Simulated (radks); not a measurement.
Results of a calculation; reference values are marked as such.
Problem. Ionisation of K2+, [Ne] 3s2 3p5, to K3+, [Ne] 3s2 3p4, under several functionals. Scalar-relativistic Kohn-Sham, spin-unpolarised, spherical densities, point nucleus; a radial shooting solver on a logarithmic mesh with Libxc functionals. The NIST Atomic Spectra Database gives 45.803 eV (semi-empirical). Rank these functionals by the error of their Delta-SCF ionisation energy: PBE; BP86; PBEsol; OLYP; B86b exchange with PBE correlation; Wu-Cohen GGA; LDA (Slater exchange, VWN5 correlation).

Solution. From best to worst: PBEsol 46.825 eV (+1.022); Wu-Cohen GGA 46.881 eV (+1.078); PBE 46.896 eV (+1.093); B86b exchange with PBE correlation 46.934 eV (+1.131); LDA (Slater exchange, VWN5 correlation) 46.962 eV (+1.159); BP86 46.974 eV (+1.171); OLYP 47.007 eV (+1.204). Spin polarisation and multiplet splitting are left out, so open shells lie too high by an amount that depends on their filling.

Beside tabulated values, note that spin-unpolarised runs miss the spin-polarisation part of the exchange energy of open shells.
